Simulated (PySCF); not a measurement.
C2H13NO2Si3.
Geometry (PBE0-D3(BJ)/def2-SVP, Å), atoms numbered from 1 in this order:
```
atom  x, y, z in Å
C1    -1.3061   -2.5886   -0.6109
O2    -1.6379   -1.3168   -0.1270
Si3   -0.8480    0.0695   -0.5444
O4    -1.7497    1.2564    0.1517
C5    -1.3228    2.5650    0.4035
N6     0.7834    0.0577    0.0690
Si7    2.1259    0.4223   -1.0002
Si8    1.0349   -0.4509    1.7360
H9    -1.4825   -2.6759   -1.6982
H10   -0.2494   -2.8466   -0.4135
H11   -1.9371   -3.3336   -0.1036
H12   -0.7527    0.2233   -2.0250
H13   -1.3471    3.1853   -0.5105
H14   -0.2960    2.5967    0.8104
H15   -1.9985    3.0221    1.1420
H16    2.4223   -0.6992   -1.9449
H17    1.8263    1.6411   -1.8113
H18    3.3376    0.6670   -0.1627
H19   -0.2055   -0.1751    2.5144
H20    2.1783    0.3150    2.3166
H21    1.3545   -1.9093    1.8318
```

Theory: TDDFT wB97X-D/def2-SVPD, vertical, gas phase, core orbitals frozen in the response in PySCF 2.14.0, density-fitted response routines.

Ground-to-excited transition dipoles (e·a0, same axes as the geometry; the sign carries no meaning), for the states with f of 0.002 or more among the lowest 9:

```json
{"state": "S1", "E (eV)": "6.718", "μx": "-0.015", "μy": "0.134", "μz": "0.042"}
{"state": "S2", "E (eV)": "7.279", "μx": "0.137", "μy": "-0.052", "μz": "-0.015"}
{"state": "S3", "E (eV)": "7.640", "μx": "0.115", "μy": "-0.459", "μz": "-0.124"}
{"state": "S4", "E (eV)": "7.905", "μx": "-0.097", "μy": "0.289", "μz": "-0.020"}
{"state": "S5", "E (eV)": "7.973", "μx": "-0.098", "μy": "-0.207", "μz": "0.019"}
{"state": "S8", "E (eV)": "8.241", "μx": "0.248", "μy": "0.037", "μz": "0.368"}
{"state": "S9", "E (eV)": "8.315", "μx": "0.219", "μy": "0.035", "μz": "-0.011"}
```

Work out the oscillator strengths.

f = (2/3) ΔE |μ|² with ΔE in hartree (27.2114 eV).

```tsv
state	|μ|² (au)	|μ| (D)	f
S1	0.020	0.36	0.003
S2	0.022	0.38	0.004
S3	0.240	1.24	0.045
S4	0.094	0.78	0.018
S5	0.053	0.58	0.010
S8	0.198	1.13	0.040
S9	0.049	0.56	0.010
```

Which bond between heavy atoms lies closest to the direction of the S3 transition dipole?

C1–O2, at 6° from it; next Si3–O4 at 24°.

What angle do the transition dipoles of S3 and S9 make?

|cos θ| = |μa·μb| / (|μa| |μb|) = 0.10, so θ ≈ 84° (taken between 0 and 90°, since the signs are arbitrary).

How is the summed strength of these states shared among x, y and z?

(2/3) Σ ΔE μα² gives 0.032 for x, 0.068 for y and 0.031 for z, 0.131 in all.

What peak molar absorption coefficient would the strongest computed level give as a lone Gaussian band 0.3 eV wide at half height?

ε(max) = 2.175×10⁸ f / FWHM, with the width in cm⁻¹. S3: 2.175×10⁸ × 0.0448 / 2420 ≈ 4000 L mol⁻¹ cm⁻¹.

The vertical ionisation energy (ΔSCF) is 9.56 eV, 1.24 eV above S9.

The run took 18 min of wall time on an Intel Xeon at 2.70 GHz with one thread, shared host with 64 logical CPUs at a one-minute load of 58, and the process peaked at 1.4 GiB of memory.

One conformer stands for the species.

Without π bonds the low states may be Rydberg-like; a valence basis with one diffuse set may place them up to an eV too high.
